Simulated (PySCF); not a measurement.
## What settings do to a single point of [Gd(H2O)2]3+

The sound run of [Gd(H2O)2]3+ (singlet in the valence; each metal's 4f electrons, 7 of them, lie in its core potential, out of spins and levels) uses PySCF 2.14.0, RKS BP86, Gd lcecp-1-SVP with ECP53, O def2-SVP, H def2-SVP; non-relativistic Hamiltonian with scalar-relativistic core potentials where named; density fitting; no spin-orbit coupling, grid (50, 194), threshold 1e-8 Eh and 55 cycles, at the relaxed geometry:

```xyz
7

Gd    1.0927   -0.0754    0.0030
O    -0.1714    0.0629    1.8526
H     0.0867    0.4384    2.7506
H    -1.1122   -0.2566    2.0119
O    -0.1677   -0.0374   -1.8541
H     0.0791   -0.3568   -2.7767
H    -1.0991    0.3192   -1.9874
```

There Gd1 has a Mulliken charge of 2.14 e and the dipole about the centre of mass is 3.40 D. Each run below changes one thing and starts from free metal ions and neutral atoms unless it says otherwise; with 55 cycles, smearing, a level shift and second-order steps follow where DIIS fails, and their cycles count. Energy shifts count from the sound run. On f atoms grids over 110 angular points are at least (60, 302).

```tsv
change	outcome	cycles	energy shift (eV)	largest force component (eV/Å)	charge on Gd1 (e)	dipole about the centre of mass (D)
grid (10, 14)	converged	11	-3.09	1.86	2.05	3.57
start from a density of up to 30 smeared cycles (not counted)	converged	8	0.0000	0.01	2.14	3.40
spin (2S) set to 8, limit 58 cycles	converged	15	44.43	10.40	0.65	8.20
```

**Question.** How does the run with this change end: all coordinates × 1.12?

**Answer.** outcome converged, cycles 12, energy shift (eV) 1.57, largest force component (eV/Å) 3.25, charge on Gd1 (e) 2.20, dipole about the centre of mass (D) 3.59.

Unsound on purpose, so not properties of the compound: grid (10, 14); spin (2S) set to 8, limit 58 cycles.

Forces carry noise of the integration grid, about 0.01 to 0.03 eV/Å.

An lcecp potential fixes the number of 4f electrons, so in runs with it no electron can move into or out of that shell.
